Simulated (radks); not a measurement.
Numerical settings for neutral cadmium, [Kr] 4d10 5s2. All-electron calculation, Dirac Kohn-Sham, BLYP, spin-unpolarised, spherical densities, point nucleus. Program: a radial shooting solver on a logarithmic mesh with Libxc functionals. The defaults (mesh step 0.008 in ln r, mesh end at 40 bohr or more with all orbitals vanishing there, Anderson mixing 0.5 over 9 steps, residual threshold near 1e-9 with the energy settled to 1e-9 hartree or 1e-11 of itself, here a cap of 90 iterations) give E = -5596.6347 hartree and 5s1/2 at -5.650 eV in 15 iterations. Times are rough (one thread of a shared host). Changes against that run (0 stands for a change within the tolerance of the run):

setting                    iterations  converged  E (mhartree)  e(5s1/2) (meV)  CPU (s)
mesh step in ln r 0.05             15        yes       +0.0409         +0.0028     0.02
mesh step in ln r 0.2               2         no      diverged               -     0.01
mesh step in ln r 0.012            15        yes             0               0     0.08
mesh end (bohr) 8                  15        yes          +2.3            +126      0.1
mesh end (bohr) 5                  13        yes         +90.3       +2.32e+03     0.09
residual threshold 1e-05           12        yes             0        +0.00383     0.11
residual threshold 1e-13           22        yes             0               0     0.16
mixing 0.05                        26        yes             0               0      0.2
linear mixing, mixing 0.5          30        yes             0               0     0.18
linear mixing, mixing 1            90         no     +1.48e+05       +5.65e+03      2.7
mixing history 20                  20        yes             0               0     0.14
iteration cap 2                     2         no          +129       -6.49e+03     0.03

Settings that end as converged yet miss the energy by more than 1 mhartree: mesh end (bohr) 8 (+0.0023 hartree); mesh end (bohr) 5 (+0.0903 hartree). A mesh that ends early acts as a hard wall.
